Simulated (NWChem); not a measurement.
# Spin states of FNa

SMILES: [F][Na]
```xyz
2

Na     0.0000     0.0000    -0.8497
F      0.0000     0.0000     1.0385
```
Charge 0, spin multiplicity 1.

All runs are NWChem calculations. Structure: optimised with PBE0/def2-SVP, a minimum by its harmonic frequencies.

Basis set: def2-TZVP. The gap is E(triplet) − E(singlet) at the geometry of the singlet, so a negative value puts the higher spin lower. Open shells are unrestricted, coupled cluster uses restricted open-shell references, and the singlet is the closed-shell solution. The triplet is the single determinant that the SCF runs reached, with unpaired electrons in orbitals of symmetry a1 and b1 (C2v labels); it need not be the lowest triplet, which in molecules with degenerate π orbitals can need several determinants.

```tsv
method	vertical singlet-triplet gap (kcal/mol)	relative cost	difference from CCSD(T)
B3LYP	125.3	1	+1.5
PBE	128.5	under 3	+4.7
HF	84.6	under 3	-39.3
r2SCAN	125.8	under 3	+2.0
B2PLYP	126.0	under 3	+2.1
MP2	131.2	under 3	+7.4
CAM-B3LYP	126.7	6	+2.8
CR-CCSD(T)	123.4	10	-0.4
CCSD(T)	123.8	10	0.0
```

The values span 46.6 kcal/mol, from HF (lowest) to MP2 (highest). Relative cost: rough, from shared machines, SCF included, B3LYP = 1.

The correlated methods keep 2 core orbitals frozen. B3LYP has NWChem's definition, with VWN1-RPA local correlation. GW and range-separated runs recompute their integrals, the others keep them in memory, which bears on the times. The structure started from a generated list of species. No SCF solution was tested for a lower state. Open-shell Hartree-Fock references start from PBE0 orbitals; any time given for them includes that run. Coupled-cluster values serve here as a point of comparison, not as the truth.
